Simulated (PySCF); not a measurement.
Species: C₂Cl₄F₂.
Bonds: F1–C2, C2–Cl3, C2–Cl4, C2–C5, C5–F6, C5–Cl7, C5–Cl8.

The same species was optimised twice, with GFN2-xTB and with PBE0-D3(BJ)/def2-SVP (PySCF), and the same property calculations (PySCF, gas phase) were run on both structures.

| coordinate | GFN2-xTB | PBE0-D3(BJ)/def2-SVP | change |
| --- | --- | --- | --- |
| C2–C5 (Å) | 1.540 | 1.566 | +0.026 |
| C5–F6 (Å) | 1.345 | 1.333 | -0.012 |
| F1–C2 (Å) | 1.346 | 1.334 | -0.012 |
| C5–Cl8 (Å) | 1.767 | 1.758 | -0.009 |
| C2–Cl4 (Å) | 1.767 | 1.758 | -0.009 |
| C5–Cl7 (Å) | 1.773 | 1.765 | -0.008 |
| C2–Cl3 (Å) | 1.773 | 1.765 | -0.008 |
| C2–C5–F6 (°) | 109.6 | 107.3 | -2.3 |
| F1–C2–C5 (°) | 109.5 | 107.3 | -2.2 |
| C2–C5–Cl8 (°) | 109.7 | 111.2 | +1.5 |
| Cl4–C2–C5 (°) | 109.7 | 111.1 | +1.4 |
| F1–C2–Cl4 (°) | 108.7 | 109.5 | +0.8 |
| F6–C5–Cl8 (°) | 108.7 | 109.4 | +0.7 |
| F1–C2–Cl3 (°) | 108.4 | 108.7 | +0.3 |
| Cl3–C2–C5 (°) | 109.7 | 109.4 | -0.3 |
| F1–C2–C5–F6 (°) | 62 | 61 | -1 |

Rotational constants: A = 1237, B = 948.1, C = 854.9 MHz (GFN2-xTB) against A = 1241, B = 944.0, C = 848.5 MHz (PBE0-D3(BJ)/def2-SVP). Point groups within 0.08 Å: C2 and C2.

On the GFN2-xTB structure: HOMO (eV) -9.41 [PBE0/pcSseg-1]; LUMO (eV) -1.00 [PBE0/pcSseg-1]; dipole (D) 0.68 [PBE0/pcSseg-1]; GIAO shielding of F1/F6 (mean) (ppm) 246.8 [PBE0/pcSseg-1]; GIAO shielding of C2/C5 (mean) (ppm) 49.6 [PBE0/pcSseg-1]; GIAO shielding of Cl3/Cl4/Cl7/Cl8 (mean) (ppm) 539.6 [PBE0/pcSseg-1].

What do these properties become on the PBE0-D3(BJ)/def2-SVP structure?

```json
{"property": "HOMO (eV)", "level": "PBE0/pcSseg-1", "on GFN2-xTB": "-9.41", "on PBE0-D3(BJ)/def2-SVP": "-9.40", "change": "+0.01"}
{"property": "LUMO (eV)", "level": "PBE0/pcSseg-1", "on GFN2-xTB": "-1.00", "on PBE0-D3(BJ)/def2-SVP": "-0.83", "change": "+0.17"}
{"property": "dipole (D)", "level": "PBE0/pcSseg-1", "on GFN2-xTB": "0.68", "on PBE0-D3(BJ)/def2-SVP": "0.67", "change": "-0.01"}
{"property": "energy, GFN2-xTB geometry as zero (kcal/mol)", "level": "PBE0/pcSseg-1", "on GFN2-xTB": "0.0", "on PBE0-D3(BJ)/def2-SVP": "-0.8", "change": "-0.8"}
{"property": "GIAO shielding of F1/F6 (mean) (ppm)", "level": "PBE0/pcSseg-1", "on GFN2-xTB": "246.8", "on PBE0-D3(BJ)/def2-SVP": "252.3", "change": "+5.5"}
{"property": "GIAO shielding of C2/C5 (mean) (ppm)", "level": "PBE0/pcSseg-1", "on GFN2-xTB": "49.6", "on PBE0-D3(BJ)/def2-SVP": "50.9", "change": "+1.3"}
{"property": "GIAO shielding of Cl3/Cl4/Cl7/Cl8 (mean) (ppm)", "level": "PBE0/pcSseg-1", "on GFN2-xTB": "539.6", "on PBE0-D3(BJ)/def2-SVP": "560.9", "change": "+21.3"}
```

The heavy atoms differ by 0.035 Å rms after alignment. Among bonds between heavy atoms C2–C5 changes most (+0.026 Å). Changes are differences of the printed values. Neither structure is proved a minimum here.

The values belong to the conformer `[F:1][C:2]([Cl:3])([Cl:4])[C:5]([F:6])([Cl:7])[Cl:8]`: F1–C2–C5–F6 61°.
